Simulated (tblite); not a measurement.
Species: C12H8.
Bonds: C1–C2 (double), C2–C3, C3–C4 (double), C4–C5, C5–C6, C6–C7 (double), C7–C8, C8–C9 (double), C6–C10, C10–C11 (double), C11–C12, C1–C9, C3–C8, C5–C12 (double). Hydrogens: H13 on C1; H14 on C2; H15 on C4; H16 on C7; H17 on C9; H18 on C10; H19 on C11; H20 on C12.

Computed geometry: GFN2-xTB, gas phase.

(1) Give the optimised bond lengths and angles.

Answers

(1) 
```json
{"bond": "C1=C2 and 3 like bonds", "length (Å)": "1.392", "order": "double/single"}
{"bond": "C2–C3 and 3 like bonds", "length (Å)": "1.417", "order": "single/double"}
{"bond": "C3–C4 and 3 like bonds", "length (Å)": "1.389", "order": "aromatic"}
{"bond": "C3–C8, C5–C6", "length (Å)": "1.438", "order": "aromatic"}
{"bond": "C1–H13, C11–H19", "length (Å)": "1.075", "order": "single"}
{"bond": "C2–H14 and 3 like bonds", "length (Å)": "1.075", "order": "single"}
{"bond": "C4–H15, C7–H16", "length (Å)": "1.082", "order": "single"}
```

Bonds in one row agree within 0.01 Å and their mean is given. Orders are formal, as drawn. A selection of angles:
```json
{"angle": "C2–C1–C9", "degrees": "109.0"}
{"angle": "C1–C2–C3", "degrees": "108.5"}
{"angle": "C2–C3–C4", "degrees": "131.8"}
{"angle": "C2–C3–C8", "degrees": "107.0"}
{"angle": "C4–C3–C8", "degrees": "121.2"}
{"angle": "C3–C4–C5", "degrees": "117.6"}
```

Dihedral angles: C9–C1–C2–C3 0° (synperiplanar); C1–C2–C3–C4 180° (antiperiplanar); C7–C8–C9–C1 180° (antiperiplanar); C5–C6–C10–C11 0° (synperiplanar); C6–C10–C11–C12 0° (synperiplanar); C10–C11–C12–C5 0° (synperiplanar); C2–C1–C9–C8 0° (synperiplanar); C4–C5–C12–C11 180° (antiperiplanar).

The 12 heavy atoms lie in one plane (0.001 Å rms). The 5-membered ring C1–C2–C3–C8–C9 has internal angles of 107.0° to 109.0° (sum 540°, against 540° for a flat polygon); it is planar, 0.00 Å rms from its mean plane, widest ring torsion 0°. The 5-membered ring C5–C6–C10–C11–C12 has internal angles of 107.0° to 109.0° (sum 540°, against 540° for a flat polygon); it is planar, 0.00 Å rms from its mean plane, widest ring torsion 0°. The C–C distances run from 1.388 Å (C6–C7, drawn aromatic) to 1.438 Å (C3–C8, drawn aromatic), a spread of 0.050 Å. The 6-membered ring C3–C4–C5–C6–C7–C8 has internal angles of 117.6° to 121.2°; it is planar, 0.00 Å rms from its mean plane, widest ring torsion 0°.

Point group: D2h (tolerance 0.08 Å). Its GFN2-xTB frequencies are all real (lowest 107 cm⁻¹).
